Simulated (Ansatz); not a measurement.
Gas-phase electronic energies from Ansatz, PBE0-D4/def2-TZVP geometries. CCSD(T)/CBS is the MP2 limit (def2-TZVPP, def2-QZVPP) plus CCSD(T) − MP2 in def2-TZVPP, frozen cores. This one scheme is used for every species. Functionals use def2-TZVPP. B3LYP here is the variant with VWN-RPA as its local correlation; programs differ in this. Elements past krypton have def2 core potentials. For Nb outer-core shells are correlated without core-valence functions, which leaves a few kJ/mol of doubt a bond. Each species was taken in one conformer, which may not be the lowest.

Reaction (ligand exchange at the Nb–F bond): `[O]=[Nb]([OH])([F])[Cl]` + HCl → `[O]=[Nb]([OH])([Cl])[Cl]` + H–F

`[O]=[Nb]([OH])([F])[Cl]`:

Z-matrix (Å, degrees):
```
Nb
O 1 1.874
F 1 1.863 2 110.4
O 1 1.684 2 107.7 3 118.0
Cl 1 2.296 2 110.2 3 -123.8
H 2 0.960 1 130.4 3 -119.7
```

HCl:

```xyz
2

Cl   -0.321   -0.077    0.548
H     0.321    0.077   -0.548
```

`[O]=[Nb]([OH])([Cl])[Cl]`:

```xyz
6

O     0.428    0.038    1.730
Nb   -0.062   -0.337    0.165
O     0.153    1.204   -0.875
Cl    1.273   -2.024   -0.622
Cl   -2.266   -0.956    0.230
H     0.475    2.074   -0.628
```

H–F:

```xyz
2

F    -0.064   -0.179   -0.419
H     0.064    0.179    0.419
```

Question: Is it downhill or uphill in electronic energy at CCSD(T)/CBS, and by how much? (An estimate is asked.)

Answer: Computed: Nearly level: ΔE = 0.0 kcal/mol.

Question: What do these levels give: LDA (SPW92), PBE0-D4, r2SCANh-D4, ωB97M-V, r2SCAN, B3LYP, RPA@PBE/def2-TZVPP, HF/def2-SVP, MP2/def2-SVP, CCSD(T)/def2-SVP, CCSD/def2-TZVPP, MP2/def2-QZVPP? (Estimate.)

Answer: Ansatz gave: LDA (SPW92) 2.4, PBE0-D4 1.2, r2SCANh-D4 2.3, ωB97M-V 3.2, r2SCAN 3.1, B3LYP 3.9, RPA@PBE/def2-TZVPP 2.1, HF/def2-SVP 4.6, MP2/def2-SVP 2.2, CCSD(T)/def2-SVP 4.2, CCSD/def2-TZVPP 1.8, MP2/def2-QZVPP -2.7 kcal/mol.

Largest T1 diagnostic among the species: 0.022, so the coupled-cluster value is less sure than usual.

From BLYP to BHLYP (50 % exact exchange), in def2-TZVPP and without D4, ΔE moves by −1.8 kcal/mol. Leaving LDA and LC-ωPBE aside and taking each functional with its dispersion term where it has one, the values, not all of them listed here, spread over 4.4 kcal/mol, from PBE-QIDH to CAM-B3LYP-D4. LDA lies −0.8 kcal/mol from PBE without D4.
